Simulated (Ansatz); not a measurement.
Reaction (formal hydrolysis of a C–C bond): `O=CC(O)[SiH3]` + H₂O → `OC(O)[SiH3]` + `C=O`

Gas-phase electronic energies from Ansatz, PBE0-D4/def2-TZVP geometries. CCSD(T)/CBS adds triple-zeta CCSD(T) − MP2 to the extrapolated MP2 energy (def2 sets, frozen cores). This one scheme is used for every species. Functionals use def2-TZVPP. B3LYP here is the variant with VWN-RPA as its local correlation; programs differ in this. HSE06 is defined as in plane-wave codes. One conformer a species, not always the lowest.

Is it downhill or uphill in electronic energy at CCSD(T)/CBS, and by how much? (Best estimate.)

The calculation gave: Uphill: ΔE = +0.78 eV.

What do these levels give: BLYP-D4, PBE0-D4, B3LYP-D4, CAM-B3LYP-D4, revPBE, B3LYP, HSE06, LC-ωPBE, RPA@PBE/def2-TZVPP, HF/def2-SVP, CCSD(T)/def2-SVP, HF/def2-TZVPP? (Estimate.)

Computed: BLYP-D4 0.71, PBE0-D4 0.80, B3LYP-D4 0.73, CAM-B3LYP-D4 0.71, revPBE 0.71, B3LYP 0.67, HSE06 0.77, LC-ωPBE 0.74, RPA@PBE/def2-TZVPP 0.62, HF/def2-SVP 0.43, CCSD(T)/def2-SVP 0.53, HF/def2-TZVPP 0.57 eV.

Largest T1 diagnostic among the species: 0.015.

In def2-TZVPP, CCSD(T) changes the Hartree–Fock value by +0.16 eV (the triples alone add +0.03 eV) and MP2 by +0.25 eV. Leaving LDA and LC-ωPBE aside and taking each functional with its dispersion term where it has one, the values, not all of them listed here, spread over 0.11 eV, from ωB97X-V to r2SCAN-D4. LDA lies +0.14 eV from PBE without D4. The D4 term adds +0.05 eV with B3LYP and +0.03 eV with PBE0; it sums over pairs of atoms, weighted by their polarisabilities, and B3LYP, whose exchange is more repulsive, gets the larger term.
